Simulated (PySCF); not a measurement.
Assignment exercise: C5H7ClN2Si

Geometry:
| atom | x (Å) | y (Å) | z (Å) |
| --- | --- | --- | --- |
| C1 | -3.228 | -0.564 | -0.232 |
| C2 | -2.119 | -0.674 | 0.488 |
| C3 | -0.817 | -0.197 | 0.078 |
| C4 | -0.444 | 0.483 | -1.112 |
| C5 | 0.900 | 0.683 | -0.959 |
| Cl6 | 2.047 | 1.435 | -1.965 |
| N7 | 1.295 | 0.162 | 0.228 |
| Si8 | 2.913 | 0.123 | 0.926 |
| N9 | 0.240 | -0.373 | 0.855 |
| H10 | -4.171 | -0.939 | 0.126 |
| H11 | -3.237 | -0.095 | -1.201 |
| H12 | -2.127 | -1.147 | 1.460 |
| H13 | -1.060 | 0.773 | -1.936 |
| H14 | 2.700 | -0.560 | 2.190 |
| H15 | 3.345 | 1.513 | 1.059 |
| H16 | 3.756 | -0.613 | -0.016 |

Computed data (PySCF 2.14): GFN2-xTB geometry, shieldings: GIAO PBE0/pcSseg-1. In vacuum, no relativistic terms, one conformer, rapidly exchanging positions averaged.

Referencing at the same level of theory: ¹³C and ¹H against TMS.

Q: Assign these signals to the numbered atoms. ¹³C{¹H} NMR (computed): δ 160.3 (C), 143.5 (C), 138.7 (CH), 121.3 (CH2), 107.8 (CH).

A: 
160.3 → C3, substituted aromatic carbon next to a ring nitrogen
143.5 → C5, aromatic carbon bearing chlorine
138.7 → C2, alkene CH: as expected for a trigonal carbon in a double bond
121.3 → C1, terminal =CH2 carbon: as expected for a trigonal carbon in a double bond
107.8 → C4, aromatic CH

Q: Assign these signals to the numbered atoms. ¹H NMR (600 MHz, computed): δ 6.98 (m, 1H), 6.71 (s, 1H), 5.98 (m, 1H), 5.67 (m, 1H), 5.15 (s, 3H).

A: 
6.98 → H12, hydrogen on an alkene CH: attached to an sp2 carbon and in the plane of the double bond
6.71 → H13, hydrogen on an aromatic CH: the ring current deshields protons in the ring plane
5.98 → H11, hydrogen on a terminal =CH2 carbon: olefinic region
5.67 → H10, hydrogen on a terminal =CH2 carbon
5.15 → H14/H15/H16, hydrogen on a silicon bonded to N

Carbons that carry Cl, above all several Cl atoms, come out too deshielded, partly because spin–orbit coupling is missing. Shifts are as computed. Against solution values, carbons near 30 ppm lie about +3 ppm off and those near 130 ppm about +5 ppm; carbons on Cl a further +6 ppm. Of 1211 compounds with measured shifts, 218 miss one by over three times the rms of a fit or turn the order of signals round; such compounds aren't used in these exercises. No couplings were computed; multiplicities are counted from neighbouring protons, with m where these are inequivalent, close in shift, in a saturated or five-membered ring or joined by F or P, and br s for small geminal =CH2 splittings.
